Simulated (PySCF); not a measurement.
C3H6BFO, SMILES C(B(CO)F)=C.

Geometry: ωB97X-D3(BJ)/def2-SVP. This is a generated structure with no PubChem entry under its InChIKey; it may be hypothetical. One conformer was computed; it need not be the lowest.

Level of theory: PBE/def2-TZVP in PySCF.

Gas-phase values at a fixed geometry.

```json
{
  "total_energy": "-317.62718 hartree",
  "highest_occupied_level": "-5.98 eV",
  "lowest_empty_level": "-2.64 eV",
  "orbital_gap": "3.34 eV",
  "dipole_moment": "1.61 D",
  "quadrupole, principal values (traceless, Buckingham form, about the centre of nuclear charge)": "-7.93, 3.52, 4.41 D·Å",
  "mean_static_polarisability": "56.5 bohr³ (8.37 Å³)",
  "polarisability_principal_values": "40.3, 53.5, 75.6 bohr³"
}
```
